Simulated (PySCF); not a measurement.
Structure from NMR data

An unknown has the formula C7H16N2Si. Its calculated NMR data are:

¹H NMR (600 MHz, computed): δ 4.87 (s, 3H), 3.48 (m, 1H), 3.13 (m, 1H), 2.65 (m, 1H), 2.31 (m, 1H), 1.24 (d, 3H), 1.22 (d, 3H), 1.02 (d, 3H).

¹³C{¹H} NMR (computed): δ 161.0, 60.0, 49.4, 33.3, 27.8, 24.7, 20.3.

No solvent, non-relativistic Hamiltonian, averaged over atoms made equivalent by symmetry, fast rotation or ring inversion, a single conformation. PBE0-D3(BJ)/def2-SVP structure; σ from GIAO-PBE/pcSseg-1; PySCF.

Referencing at the same level of theory: ¹H (σref 31.20) and ¹³C (σref 180.03) against TMS.

Propose a structure and justify it.

Results:


Rings plus π bonds: 2 (1 ring in the answer). 7 carbon signals for 7 carbons: no two carbons are equivalent. Carbon types of the structure: 1 × C, 2 × CH, 1 × CH2, 3 × CH3, leaving 3 H on heteroatoms. δC 161.0: C=N carbon. δC 60.0: sp3 CH2 bonded to N; the inductive effect lowers its shielding. δC 49.4: sp3 CH in a ring; saturated and bonded to C and H only. δC 33.3: sp3 CH; a saturated carbon with 3 carbon neighbours and no heteroatom attached. δC 27.8, 24.7, 20.3: methyl carbon; aliphatic region, no heteroatom directly attached. δH 4.87: hydrogen on a silicon bonded to N. δH 3.48, 3.13: hydrogen on an sp3 CH2 bonded to N; its carbon carries N, an electronegative neighbour.

Structure: `CC(C)C1=NN([SiH3])C[C@@H]1C`.

This is the structure that produced the data.

Shifts are as computed. Against solution values, carbons near 30 ppm lie about +2 ppm off and those near 130 ppm about +2 ppm. Of 1211 compounds with measured shifts, 218 miss one by over three times the rms of a fit or turn the order of signals round; such compounds aren't used in these exercises. Multiplicities follow the n + 1 count of equivalent neighbours, as no J values were calculated; m marks all less simple cases, F and P coupling included.
